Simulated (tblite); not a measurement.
C6H16OSi2.
SMILES with atom numbers: `[CH3:1][C@@H:2]([SiH3:3])[C@:4]([CH3:5])([CH:6]=[O:7])[CH2:8][SiH3:9]` (hydrogens: H10, H11, H12 on C1; H13 on C2; H14, H15, H16 on Si3; H17, H18, H19 on C5; H20 on C6; H21, H22 on C8; H23, H24, H25 on Si9)

Computed geometry: GFN2-xTB, gas phase.

Problem. Give the optimised bond lengths and angles.

Solution. 
```csv
bond,length (Å)
C1–C2,1.525
C2–Si3,1.925
C2–C4,1.534
C4–C5,1.541
C4–C6,1.499
C6=O7,1.201
C4–C8,1.536
C8–Si9,1.907
"C1–H10, C1–H11, C1–H12",1.088
C2–H13,1.097
"Si3–H14, Si3–H16",1.459
Si3–H15,1.478
"C5–H17, C5–H18, C5–H19",1.088
C6–H20,1.107
C8–H21,1.094
C8–H22,1.091
"Si9–H23, Si9–H24, Si9–H25",1.464
```

Bonds in one row agree within 0.01 Å and their mean is given. A selection of angles:
```csv
angle,degrees
C1–C2–Si3,111.2
C1–C2–C4,112.6
Si3–C2–C4,113.7
C2–C4–C5,112.2
C2–C4–C6,108.8
C2–C4–C8,113.3
C5–C4–C6,104.3
C5–C4–C8,109.0
C6–C4–C8,108.7
C4–C6–O7,124.8
C4–C8–Si9,114.9
```

Torsions: C1–C2–C4–C5 -54° (synclinal); C2–C4–C6–O7 21° (synperiplanar); C2–C4–C8–Si9 56° (synclinal).

Si3 and O7 aren't drawn bonded (4 bonds apart) but lie 2.51 Å from each other; Cordero's covalent radii sum to 1.77 Å. Of the pairs four or more bonds apart, those above aside, Si9···H13 is among the closest relative to their van der Waals radii: 2.69 Å, 82 % of the sum of Bondi's values. Si3 (SiH3 silicon) is distorted tetrahedral (angles from 103.6° to 115.2°). The C–C distances run from 1.499 Å (C4–C6, drawn single) to 1.541 Å (C4–C5, drawn single), a spread of 0.042 Å. Si9 (SiH3 silicon) is tetrahedral (angles from 107.5° to 110.8°).

Point group: C1 (no symmetry element, even within 0.4 Å). Its GFN2-xTB frequencies are all real (lowest 53 cm⁻¹). The numbers are those of one conformer. 3 starts were optimised and ended at 0.00, 3.45 and 5.28 kcal/mol (GFN2-xTB); the lowest of these is shown.
